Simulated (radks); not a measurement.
Valence configurations of Re (all share [Xe]). Calculated with a radial shooting solver on a logarithmic mesh with Libxc functionals: scalar-relativistic Kohn-Sham, PBE, spin-unpolarised, spherical densities, finite nucleus; Fermi nuclear charge, rms radius 5.3698 fm. Order these by energy: 4f12.5 5d8.5; 4f13.5 5d7.5; 4f12 5d7 6s2; 4f14 5d5 6s1 6p1; 4f14 5d5 6s2; 4f14 5d6 6s1; 4f13 5d6 6s2; 4f13.5 5d5 6s2 6p0.5; 4f14 5d7; 4f14 5d4.5 6s2 6p0.5.

Answer. From the lowest, in eV above it: 4f14 5d5 6s2 0.000; 4f14 5d6 6s1 0.938; 4f14 5d4.5 6s2 6p0.5 2.272; 4f14 5d7 2.518; 4f14 5d5 6s1 6p1 4.782; 4f13.5 5d7.5 21.275; 4f13.5 5d5 6s2 6p0.5 22.099; 4f13 5d6 6s2 41.216; 4f12.5 5d8.5 65.158; 4f12 5d7 6s2 91.145. NIST lists [Xe] 4f14 5d5 6s2 as the ground configuration; this level of theory agrees among the configurations tried. The energies are those of spherical spin-averaged densities, not of single terms.
